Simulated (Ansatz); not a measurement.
Geometry optimisation, Ansatz, RKS PBE-D4/STO-3G.

Input file:

```yaml
crystal:
  periodic: [false, false, false]
  atoms:
    - { symbol: C, position_ang: [-0.1428, -1.5234, 1.3854] }
    - { symbol: C, position_ang: [0.6572, -0.5624, 0.4961] }
    - { symbol: C, position_ang: [-0.1792, 0.0815, -0.6638] }
    - { symbol: C, position_ang: [0.8671, 0.7307, -1.6785] }
    - { symbol: Al, position_ang: [-1.4481, 1.469, -0.0059] }
    - { symbol: H, position_ang: [-0.6633, -2.2572, 0.756] }
    - { symbol: H, position_ang: [0.4799, -1.9591, 2.1422] }
    - { symbol: H, position_ang: [-0.9428, -0.8859, 1.8922] }
    - { symbol: H, position_ang: [1.4892, -1.1558, 0.1132] }
    - { symbol: H, position_ang: [1.1241, 0.2327, 1.1518] }
    - { symbol: H, position_ang: [-0.7483, -0.705, -1.1478] }
    - { symbol: H, position_ang: [1.50767, -0.13325, -2.00829] }
    - { symbol: H, position_ang: [0.36475, 1.07322, -2.54142] }
    - { symbol: H, position_ang: [1.46289, 1.40372, -1.14836] }
    - { symbol: H, position_ang: [-0.8394, 2.8376, 0.5433] }
    - { symbol: H, position_ang: [-2.7095, 0.9979, 0.8569] }
basis:
  gaussian: { orbitals: STO-3G }
hamiltonian:
  xc: pbe
  dispersion: d4
relax:
  f_tol: 0.015
  max_steps: 40
```

Launched with:

```bash
$ ansatz run input.yaml --threads 1 --pin off --max-ram 2048MiB --backend cpu --events-out ev --progress --plain --runs-dir out
```

Q: Where does it end, and by what steps?

A: The forces met the threshold. The force dipped under the threshold on the way, but the program's further checks kept it going. Limits of this set-up: minimal basis. After 18 steps the energy has fallen by 0.955 eV; H16 moved furthest, 0.90 Å.

```
step  energy less start (eV)  largest force component (eV/Å)  accepted
   0                  0.0000                           5.039       yes
   1                 -0.8087                           1.030       yes
   2                 -0.9101                           0.199       yes
   3                 -0.9194                           0.170       yes
   4                 -0.9280                           0.162       yes
   5                 -0.9325                           0.083       yes
   6                 -0.9347                           0.376       yes
   7                 -0.9474                           0.117       yes
   8                 -0.9454                           0.349        no
   9                 -0.9508                           0.050       yes
  10                 -0.9527                           0.065       yes
  11                 -0.9478                           0.320        no
  12                 -0.9543                           0.009       yes
  13                 -0.9548                           0.030       yes
  14                 -0.9550                           0.042       yes
  15                 -0.9551                           0.017       yes
  16                 -0.9551                           0.006       yes
  17                 -0.9552                           0.009       yes
  18                 -0.9552                           0.006       yes
```

```xyz
16
Properties=species:S:1:pos:R:3
C -0.160 -1.344 1.527
C 0.729 -0.674 0.436
C -0.127 0.039 -0.666
C 0.813 0.764 -1.681
Al -1.382 1.243 0.192
H -0.834 -2.098 1.078
H 0.456 -1.845 2.298
H -0.790 -0.589 2.045
H 1.387 -1.449 -0.014
H 1.398 0.065 0.927
H -0.668 -0.754 -1.223
H 1.544 0.062 -2.131
H 0.238 1.219 -2.512
H 1.391 1.571 -1.189
H -0.844 2.344 1.080
H -2.872 1.088 -0.025
```

Whether the end is a true minimum wasn't checked by a vibrational analysis.

Time of the run: 61 s on 1 CPU thread of a shared host.
